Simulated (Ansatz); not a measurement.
Start from `[NH2][Sn][SH]` and change one atom or group to get `[SH][Sn][Cl]`.

Ansatz, PBE0-D4/def2-TZVP geometries, multiplicity 1. Each molecule was computed in one conformer, which needn't be the lowest.

Elements past krypton have def2 core potentials.

| property | `[NH2][Sn][SH]` |
| --- | --- |
| LUMO energy (B3LYP/def2-TZVPP) / eV | -2.02 |
| HOMO energy (PBE/def2-TZVPP) / eV | -5.77 |
| HOMO–LUMO gap (ωB97M-V/def2-TZVPP) / eV | 8.82 |
| HOMO–LUMO gap (PBE0/def2-TZVPP) / eV | 5.10 |
| LUMO energy (PBE/def2-TZVPP) / eV | -2.45 |
| LUMO energy (PBE0/def2-TZVPP) / eV | -1.81 |

(1) Give the same properties after the change, and the shifts. (An estimate is asked.)

Answers

(1) Computed: 
```json
{"property": "LUMO energy (B3LYP/def2-TZVPP) / eV", "`[SH][Sn][Cl]`": "-3.01", "shift": "-0.99"}
{"property": "HOMO energy (PBE/def2-TZVPP) / eV", "`[SH][Sn][Cl]`": "-6.45", "shift": "-0.68"}
{"property": "HOMO–LUMO gap (ωB97M-V/def2-TZVPP) / eV", "`[SH][Sn][Cl]`": "8.42", "shift": "-0.40"}
{"property": "HOMO–LUMO gap (PBE0/def2-TZVPP) / eV", "`[SH][Sn][Cl]`": "4.68", "shift": "-0.42"}
{"property": "LUMO energy (PBE/def2-TZVPP) / eV", "`[SH][Sn][Cl]`": "-3.43", "shift": "-0.98"}
{"property": "LUMO energy (PBE0/def2-TZVPP) / eV", "`[SH][Sn][Cl]`": "-2.80", "shift": "-0.99"}
```

With PBE0 the HOMO falls by 0.56 eV and the LUMO falls by 0.99 eV, so the gap narrows by about 0.43 eV. PBE moves the HOMO by -0.68 eV and ωB97M-V by -0.54 eV. The zero-point energy changes by -62.8 kJ/mol with -6 modes.

B3LYP here is the variant with VWN-RPA as its local correlation; programs differ in this.
